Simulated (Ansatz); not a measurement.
One change: `C[B](F)[GeH2][Cl]` becomes `CB(F)[SiH2]O`.

Ansatz, PBE0-D4/def2-TZVP geometries, multiplicity 1. Each molecule was computed in one conformer, which needn't be the lowest.

Scalar relativity is left out up to krypton.

| property | `C[B](F)[GeH2][Cl]` |
| --- | --- |
| HOMO–LUMO gap (B3LYP/def2-TZVPP) / eV | 6.08 |
| LUMO energy (ωB97M-V/def2-TZVPP) / eV | 0.58 |
| HOMO–LUMO gap (PBE/def2-TZVPP) / eV | 4.26 |
| HOMO energy (B3LYP/def2-TZVPP) / eV | -7.74 |
| LUMO energy (PBE/def2-TZVPP) / eV | -2.39 |
| size of the dipole moment (PBE/def2-TZVPP) / D | 1.67 |

What does the change do to each property? (Best estimate.)

The calculation gave: 
| property | `CB(F)[SiH2]O` | shift |
| --- | --- | --- |
| HOMO–LUMO gap (B3LYP/def2-TZVPP) / eV | 5.97 | -0.11 |
| LUMO energy (ωB97M-V/def2-TZVPP) / eV | 0.82 | 0.24 |
| HOMO–LUMO gap (PBE/def2-TZVPP) / eV | 4.04 | -0.22 |
| HOMO energy (B3LYP/def2-TZVPP) / eV | -7.36 | 0.38 |
| LUMO energy (PBE/def2-TZVPP) / eV | -2.15 | 0.24 |
| size of the dipole moment (PBE/def2-TZVPP) / D | 2.11 | 0.44 |

With PBE0 the HOMO rises by 0.41 eV and the LUMO rises by 0.25 eV, so the gap narrows by about 0.16 eV. PBE moves the HOMO by 0.46 eV and ωB97M-V by 0.36 eV. Dipoles are sizes alone; their direction can turn.

Positive LUMOs are unbound, so they and the gaps depend on the basis.

B3LYP here is the variant with VWN-RPA as its local correlation; programs differ in this.
